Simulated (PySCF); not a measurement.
Spectrum to structure. Method: TDDFT PBE0/def2-SVPD, vertical, gas phase, core orbitals frozen in the response (PySCF 2.14.0, density-fitted response routines). Geometries: GFN2-xTB, one conformer each.

```tsv
state	ν̃ (cm⁻¹)	f	main configurations (H = HOMO, L = LUMO)
S1	37290	0.017	H→L (85%), H-1→L+1 (9%)
S2	40850	0.237	H→L+1 (88%)
S3	42910	0.0002	H→L+2 (91%)
S4	46710	0.0015	H→L+3 (95%)
S5	47570	0.063	H-1→L+1 (73%), H-2→L (17%)
S6	49060	0.012	H→L+4 (86%)
S7	49500	0.366	H-1→L (86%)
S8	51920	0.0039	H→L+5 (73%), H-1→L+3 (10%)
```

Triplets computed (Tamm–Dancoff): 3.68, 4.03, 4.46 eV.

Orbital energies (eV): HOMO-3 -8.97, HOMO-2 -8.48, HOMO-1 -7.40, HOMO -6.32, LUMO -0.67, LUMO+1 -0.58, LUMO+2 0.30.

Question: Which candidate is it? All have the formula C7H7ClS.
A. `Clc1sccc1C1CC1`
B. `C#C[C@@H]1CC[C@@H](Cl)C1=S`
C. `CSC1=CC=CC(Cl)=C1`

Answer: C. Its S1 lies at 4.62 eV; the nearest of the others has S1 at 5.25 eV. S1 is HOMO→LUMO (85%), HOMO-1→LUMO+1 (9%). Löwdin shares by element: HOMO sulfur 44%, carbon 31% or more (atoms not listed hold the other 25%); LUMO carbon 69% or more (atoms not listed hold the other 31%). At the same level the other candidates give, for their lowest levels:
- `C#C[C@@H]1CC[C@@H](Cl)C1=S`: 2.22 eV (f 0.000); 4.25 eV (f 0.010); 4.36 eV (f 0.012); 4.74 eV (f 0.024); 4.87 eV (f 0.012); T1 1.73 eV; HOMO -6.73, LUMO -2.79 eV
- `Clc1sccc1C1CC1`: 5.25 eV (f 0.111); 5.56 eV (f 0.000); 5.69 eV (f 0.097); 5.89 eV (f 0.001); 6.08 eV (f 0.000); T1 3.48 eV; HOMO -6.63, LUMO -0.73 eV

Shape of the structure used: `[CH3:1][S:2][c:3]1[cH:4][cH:5][cH:6][c:7]([Cl:8])[cH:9]1`: C1–S2–C3–C4 180°.
